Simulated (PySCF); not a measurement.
Job file and geometry (Å, from GFN2-xTB) of an NMR shielding run on SMILES C#CC[C@@H](CN=C)N[SiH3], C6H12N2Si, GIAO PBE0/pcSseg-1 NMR shielding, non-relativistic, gas phase in PySCF 2.14.0, density-fitted response routines; density fitting, a coarse starting grid and PySCF grid level 2 are the driver's defaults:

```
$ OMP_NUM_THREADS=1 python probes_run.py task.json out

{"job": {"kind": "nmr", "xc": "PBE0", "basis": "pcSseg-1"}, "charge": 0, "multiplicity": 1}
C     -2.944806    -1.872753     0.592088
C     -1.771654    -1.741332     0.395310
C     -0.356904    -1.572731     0.142917
C     -0.038448    -0.176912    -0.401226
C     -0.327577     0.892591     0.675453
N     -0.076685     2.187870     0.125659
C     -0.993902     3.034457     0.051433
N      1.322725    -0.104247    -0.869780
Si     2.696513    -0.793979    -0.095346
H     -3.970779    -1.999378     0.769496
H      0.201231    -1.741056     1.067662
H     -0.033936    -2.312427    -0.593077
H     -0.704568     0.025936    -1.254925
H     -1.359418     0.774975     1.045549
H      0.378093     0.744097     1.498302
H     -0.773523     3.997405    -0.385716
H     -2.016764     2.869154     0.409862
H      1.478576     0.806621    -1.278866
H      3.825412    -0.270891    -0.857328
H      2.867910    -0.479389     1.333367
H      2.589583    -2.251068    -0.216602
```

Question: What does the program print?

Answer: 
```
coarse grid: 17704 points
cycle   1  E = -634.0571763617  dE =  1.091e+00  |g| = 5.021e-01  |ddm| = 4.290e+00
cycle   2  E = -634.0304440318  dE =  2.673e-02  |g| = 6.230e-01  |ddm| = 1.215e+00
cycle   3  E = -634.1144564192  dE = -8.401e-02  |g| = 1.420e-01  |ddm| = 6.714e-01
cycle   4  E = -634.1184817620  dE = -4.025e-03  |g| = 4.358e-02  |ddm| = 1.334e-01
cycle   5  E = -634.1188505069  dE = -3.687e-04  |g| = 1.684e-02  |ddm| = 4.162e-02
cycle   6  E = -634.1189100347  dE = -5.953e-05  |g| = 3.237e-03  |ddm| = 1.651e-02
cycle   7  E = -634.1189123092  dE = -2.275e-06  |g| = 7.388e-04  |ddm| = 3.877e-03
final grid: 165624 points
cycle   8  E = -634.1707985900  dE = -5.530e-05  |g| = 7.808e-03  |ddm| = 6.405e-02
cycle   9  E = -634.1707934109  dE =  5.179e-06  |g| = 9.221e-03  |ddm| = 1.712e-02
cycle  10  E = -634.1708131143  dE = -1.970e-05  |g| = 1.988e-03  |ddm| = 9.547e-03
cycle  11  E = -634.1708140046  dE = -8.903e-07  |g| = 3.931e-04  |ddm| = 1.685e-03
cycle  12  E = -634.1708140297  dE = -2.508e-08  |g| = 2.039e-04  |ddm| = 4.289e-04
cycle  13  E = -634.1708140386  dE = -8.928e-09  |g| = 5.121e-05  |ddm| = 1.879e-04
cycle  14  E = -634.1708140391  dE = -4.868e-10  |g| = 2.568e-05  |ddm| = 5.453e-05
converged SCF energy = -634.1708140391

GIAO shielding tensors (ppm)
atom      isotropic    diamagn.    paramagn.     s11        s22        s33       span
  0 C      108.931     258.984    -150.053     35.976     39.861    250.957    214.981
  1 C      100.174     256.927    -156.752     -0.708      5.126    296.105    296.813
  2 C      161.781     254.503     -92.722    149.236    161.295    174.813     25.577
  3 C      125.161     245.714    -120.554    113.984    125.304    136.194     22.210
  4 C      114.791     249.973    -135.182     92.725    108.202    143.446     50.722
  5 N     -143.986     329.840    -473.826   -529.980   -178.615    276.638    806.618
  6 C       30.108     254.006    -223.899    -69.434     44.280    115.477    184.910
  7 N      238.358     323.614     -85.256    212.511    222.177    280.387     67.876
  8 Si     418.065     879.948    -461.883    379.769    399.949    474.477     94.709
  9 H       30.176      34.723      -4.546     24.783     25.124     40.622     15.840
 10 H       29.367      30.661      -1.293     24.404     30.125     33.572      9.168
 11 H       28.815      28.936      -0.122     22.837     29.597     34.009     11.172
 12 H       28.818      33.254      -4.436     25.138     28.223     33.092      7.954
 13 H       27.995      33.971      -5.976     23.991     29.708     30.286      6.295
 14 H       27.680      32.711      -5.031     26.370     26.993     29.677      3.307
 15 H       24.339      28.953      -4.614     22.597     23.818     26.601      4.004
 16 H       23.879      30.946      -7.068     20.893     23.835     26.908      6.015
 17 H       30.059      33.857      -3.798     20.469     28.111     41.598     21.129
 18 H       27.285      28.616      -1.331     23.875     25.172     32.806      8.932
 19 H       26.802      29.477      -2.676     23.027     25.007     32.371      9.344
 20 H       27.181      28.968      -1.788     23.374     26.055     32.114      8.740
```

Question: Turn these shieldings into chemical shifts. Shifts are taken against calculated references (same method and geometry level): 13C (186.93 ppm), 29Si (349.16 ppm), 1H (31.72 ppm) vs TMS; 15N (267.73 ppm) vs NH3.

Answer: Averaging equivalent atoms: C 6: 156.8; C 1: 86.8; C 0: 78.0; C 4: 72.1; C 3: 61.8; C 2: 25.1; N 5: 411.7; N 7: 29.4; Si 8: -68.9; H 16: 7.84; H 15: 7.38; H 18/19/20: 4.63; H 14: 4.04; H 13: 3.72; H 11: 2.90; H 12: 2.90; H 10: 2.35; H 17: 1.66; H 9: 1.54 ppm. Experimental scales use liquid or dissolved standards, which lie at an offset from isolated NH3 (liquid NH3: subtract about 20 ppm). Unscaled 15N shifts of sp2 nitrogen come out 20 to 40 ppm too high even then.

Size and cost of the density-fitted run: 220 basis functions, 85 s wall time on 1 thread of an Arm Neoverse N1, shared host; peak memory 1.1 GiB.
